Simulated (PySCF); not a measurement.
Computed IR spectrum (relative IR intensity) of a molecule CH5ClOSi. The structure is a stationary point at PBE-D3(BJ)/def2-SVP. Other conformers were not sampled. Method: PySCF 2.14.0 with PBE-D3(BJ)/def2-SVP. Frequencies are harmonic and unscaled.

ν (cm⁻¹): 184 (vw), 291 (vw), 524 (m), 617 (m), 713 (vw), 755 (w), 879 (vs), 913 (m), 1117 (s), 1169 (m), 1424 (vw), 2169 (m), 2230 (m), 2927 (m), 3004 (w), 3055 (w) (against the strongest line: vs over 80 %, s over 45 %, m over 15 %, w over 4 %, vw less)

Q: Identify the compound among the candidates.
A. C[Si@H](O)Cl
B. CO[SiH2]Cl
C. OC[SiH2]Cl

A: B, CO[SiH2]Cl
